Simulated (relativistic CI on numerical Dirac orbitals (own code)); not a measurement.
## Energy levels of Re XXII

Calculated at this level of theory: Dirac-Coulomb-Breit CI, orbitals from a KLI potential per configuration, QED by a radiative potential, unscaled Slater integrals (own radial code, finite nucleus).

Configurations in the expansion (outside the closed core [Ar] 3d10 4p6 4d10): 4s2 4f8, 4s2 4f7 5s, 4s2 4f6 5s2, 4s2 4f7 6s, 4f10. Levels of other configurations are missing.

The lowest level is 4s2 4f8 7F_6, with 85 % of that term; Hund's rules for 4s2 4f8 give 7F with J = 6, in agreement.

```csv
No.,Configuration,Term,J,E (eV),%,Next component (%),jj configuration (%)
1,4s2 4f8,7F,6,0.0000,85,13 5G,4f5/2^5 4f7/2^3 (39)
2,4s2 4f8,7F,5,1.2472,89,7 5G,4f5/2^4 4f7/2^4 (42)
3,4s2 4f8,7F,4,1.5745,74,15 5D,4f5/2^4 4f7/2^4 (35)
4,4s2 4f8,7F,3,2.2100,82,12 5D,4f5/2^5 4f7/2^3 (39)
5,4s2 4f8,7F,2,2.5168,80,14 5D,4f5/2^4 4f7/2^4 (47)
6,4s2 4f8,7F,1,2.8120,83,15 5D,4f5/2^3 4f7/2^5 (35)
7,4s2 4f8,7F,0,2.9236,82,15 5D,4f5/2^4 4f7/2^4 (50)
8,4s2 4f8,5D,4,5.3522,65,20 7F,4f5/2^4 4f7/2^4 (36)
9,4s2 4f8,5G,6,6.3339,23,21 3H,4f7/2^2 (62)
10,4s2 4f8,5L,10,6.8344,79,18 3M,4f5/2^5 4f7/2^3 (57)
11,4s2 4f8,5G,4,7.4917,36,23 5H,4f5/2^4 4f7/2^4 (36)
12,4s2 4f8,5G,5,7.6071,40,31 5H,4f5/2^5 4f7/2^3 (60)
13,4s2 4f8,5L,7,7.6504,35,22 5H,4f5/2^5 4f7/2^3 (77)
14,4s2 4f8,5L,9,7.7508,82,8 5K,4f5/2^4 4f7/2^4 (56)
15,4s2 4f8,3P,2,7.9382,44,23 5D,4f7/2^2 (34)
16,4s2 4f8,5L,8,7.9566,66,12 3K,4f5/2^5 4f7/2^3 (45)
17,4s2 4f8,5G,3,8.0380,49,16 5H,4f5/2^5 4f7/2^3 (57)
18,4s2 4f8,5L,6,8.0728,50,20 3K,4f5/2^4 4f7/2^4 (46)
19,4s2 4f8,5G,2,8.5717,80,15 3F,4f5/2^4 4f7/2^4 (46)
20,4s2 4f8,5D,3,8.6459,65,12 5G,4f5/2^3 4f7/2^5 (52)
21,4s2 4f8,5H,7,8.8890,46,39 5L,4f5/2^4 4f7/2^4 (82)
22,4s2 4f8,5H,6,9.2967,36,28 5I,4f5/2^4 4f7/2^4 (43)
23,4s2 4f8,3P,0,9.5099,36,28 5D,4f5/2^5 4f7/2^3 (44)
24,4s2 4f8,5F,5,9.6309,57,19 5G,4f5/2^5 4f7/2^3 (67)
25,4s2 4f8,5G,5,9.8211,26,22 5H,4f5/2^5 4f7/2^3 (46)
26,4s2 4f8,5I,8,9.8831,63,20 5L,4f5/2^4 4f7/2^4 (57)
27,4s2 4f8,5F,4,9.9295,47,17 5G,4f5/2^4 4f7/2^4 (51)
28,4s2 4f8,5D,1,10.0896,44,24 3P,4f5/2^3 4f7/2^5 (39)
29,4s2 4f8,5G,4,10.2717,37,33 5I,4f5/2^4 4f7/2^4 (52)
30,4s2 4f8,5I,7,10.2727,48,22 3I,4f5/2^5 4f7/2^3 (45)
31,4s2 4f8,5H,3,10.6918,64,20 5G,4f5/2^4 4f7/2^4 (52)
32,4s2 4f8,5F,3,10.8658,51,22 5D,4f5/2^4 4f7/2^4 (36)
33,4s2 4f8,3O,10,10.9050,32,23 1N,4f5/2^4 4f7/2^4 (55)
34,4s2 4f8,5H,4,10.9087,37,25 3H,4f5/2^4 4f7/2^4 (37)
35,4s2 4f8,5F,2,10.9778,59,14 5D,4f5/2^4 4f7/2^4 (51)
36,4s2 4f8,5K,9,10.9862,72,14 3L,4f5/2^4 4f7/2^4 (45)
37,4s2 4f8,5H,6,11.0595,34,16 5I,4f5/2^4 4f7/2^4 (46)
38,4s2 4f8,5I,5,11.1578,28,20 5K,4f5/2^4 4f7/2^4 (61)
39,4s2 4f8,5G,6,11.3359,33,21 5I,4f5/2^4 4f7/2^4 (36)
40,4s2 4f8,5F,1,11.3728,71,12 5D,4f5/2^4 4f7/2^4 (47)
41,4s2 4f8,5D,2,11.4577,47,14 5P,4f5/2^4 4f7/2^4 (36)
42,4s2 4f8,5K,8,11.5620,61,22 3K,4f5/2^4 4f7/2^4 (48)
43,4s2 4f8,5G,6,11.6488,45,15 3I,4f5/2^4 4f7/2^4 (42)
44,4s2 4f8,5G,5,11.8068,31,26 5H,4f5/2^5 4f7/2^3 (40)
45,4s2 4f8,3O,12,11.9312,83,17 1Q,4f5/2^4 4f7/2^4 (92)
```

Energies count from the lowest computed level. Filled j subshells are mostly left out of the jj labels.

The mean weight of the leading LS term, summed over parents, in these 45 levels is 55 %, and that of the leading jj configuration (from the same eigenvectors) 49 %.

At this charge energies of transitions that change n are usually good to better than 1 %, and those within a shell (Δn = 0) to a few per cent. Terms inside the open d or f shell come out 10 to 20 % too wide with unscaled integrals.

LS names give the leading component of a level, which can be under half, so a name can repeat, a term be missing and a line seem to break the LS rules.
